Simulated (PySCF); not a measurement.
BCl2, doublet, at a GFN2-xTB geometry; PySCF with M06/6-31G.

Here is a job for PySCF.
```python
from pyscf import gto, scf, dft

mol = gto.M(
    atom='''
B    -0.010656    0.711357   -0.062668
Cl    1.485705   -0.084460   -0.014395
Cl   -1.482571   -0.124763    0.032827
''',
    basis='6-31g',
    charge=0,
    spin=1,
    verbose=4,
)

mf = dft.UKS(mol)
mf.xc = 'm06'
mf.grids.level = 2
mf.kernel()
```

The log (banner, timings and long lists left out):

```
PySCF version 2.14.0

[INPUT] verbose = 4
[INPUT] num. atoms = 3
[INPUT] num. electrons = 39
[INPUT] charge = 0
[INPUT] spin (= nelec alpha-beta = 2S) = 1
[INPUT] symmetry False subgroup None
[INPUT] Mole.unit = angstrom
[INPUT] Symbol           X                Y                Z      unit          X                Y                Z       unit  Magmom
[INPUT]  1 B     -0.010656000000   0.711357000000  -0.062668000000 AA   -0.020136921583   1.344269906792  -0.118425356774 Bohr   0.0
[INPUT]  2 Cl     1.485705000000  -0.084460000000  -0.014395000000 AA    2.807575551897  -0.159606268481  -0.027202607563 Bohr   0.0
[INPUT]  3 Cl    -1.482571000000  -0.124763000000   0.032827000000 AA   -2.801653150223  -0.235767900479   0.062034039491 Bohr   0.0

nuclear repulsion = 104.568859848104
number of shells = 19
number of NR pGTOs = 114
number of NR cGTOs = 35
basis = 6-31g
ecp = {}

******** <class 'pyscf.dft.uks.UKS'> ********
method = UKS
initial guess = minao
damping factor = 0
level_shift factor = 0
DIIS = <class 'pyscf.scf.diis.CDIIS'>
diis_start_cycle = 1
diis_space = 8
diis_damp = 0
SCF conv_tol = 1e-09
SCF conv_tol_grad = None
SCF max_cycles = 50
direct_scf = True
direct_scf_tol = 1e-13
number electrons alpha = 20  beta = 19
XC library pyscf.dft.libxc version 7.1.2
    S. Lehtola, C. Steigemann, M. J. T. Oliveira, and M. A. L. Marques,  SoftwareX 7, 1–5 (2018)
XC functionals = m06
    Y. Zhao and D. G. Truhlar,  Theor. Chem. Acc. 120, 215 (2008)
    Y. Zhao and D. G. Truhlar,  Theor. Chem. Acc. 120, 215 (2008)
radial grids:
    Treutler-Ahlrichs [JCP 102, 346 (1995); DOI:10.1063/1.469408] (M4) radial grids

becke partition: Becke, JCP 88, 2547 (1988); DOI:10.1063/1.454033
pruning grids: <function nwchem_prune>
grids dens level: 2
symmetrized grids: False
atomic radii adjust function: <function treutler_atomic_radii_adjust>
small_rho_cutoff = 0
Set gradient conv threshold to 3.16228e-05
tot grids = 34704
init E= -945.5420709069

cycle= 1 E= -945.072640156064  delta_E= 0.469  |g|= 0.188  |ddm|= 1.55
cycle= 2 E= -945.061821795009  delta_E= 0.0108  |g|= 0.251  |ddm|= 0.703
cycle= 3 E= -945.10339032878  delta_E= -0.0416  |g|= 0.0141  |ddm|= 0.34
cycle= 4 E= -945.103890239813  delta_E= -0.0005  |g|= 0.0037  |ddm|= 0.0638
cycle= 5 E= -945.10392173556  delta_E= -3.15e-05  |g|= 0.000427  |ddm|= 0.0174
cycle= 6 E= -945.103922031932  delta_E= -2.96e-07  |g|= 0.000119  |ddm|= 0.00182
cycle= 7 E= -945.103922050922  delta_E= -1.9e-08  |g|= 4.22e-05  |ddm|= 0.000341
cycle= 8 E= -945.103922053777  delta_E= -2.85e-09  |g|= 7.16e-06  |ddm|= 0.000137
cycle= 9 E= -945.103922053877  delta_E= -1e-10  |g|= 2.76e-06  |ddm|= 2.78e-05
Extra cycle  E= -945.103922053875  delta_E= 1.82e-12  |g|= 3.09e-06  |ddm|= 1.01e-05
converged SCF energy = -945.103922053875  <S^2> = 0.753724  2S+1 = 2.0037205
```
